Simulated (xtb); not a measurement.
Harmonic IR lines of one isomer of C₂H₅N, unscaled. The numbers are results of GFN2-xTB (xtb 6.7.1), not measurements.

wavenumber (cm⁻¹): 201 (w), 451 (w), 985 (w), 1012 (m), 1206 (m), 1422 (w), 1471 (w), 1763 (m), 2853 (vs), 2884 (vs), 2990 (m), 3006 (m), 3078 (m)

**Question.** Which structure gives these lines?
A) `C=NC`
B) `[H]/N=C\C`
C) `C=CN`

**Answer.** A, `C=NC`
